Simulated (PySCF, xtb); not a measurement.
C5H6O2, SMILES C(#C)[C@H]1[C@H]([C@H]1O)O.

xtb with GFN2-xTB at its own geometry gives an orbital gap of 5.79 eV and a dipole moment of 2.70 D.

The structure is a stationary point at PBE0-D3(BJ)/def2-SVP. The structure was generated by enumeration; whether it is a known compound was not checked. One conformer was computed; it need not be the lowest.

Question: What does PBE/def2-TZVP in PySCF give? (Estimate from the structure and the level; the computed values follow.)

Answer: gap 5.22 eV (levels -5.66 and -0.45 eV), dipole 1.89 D.
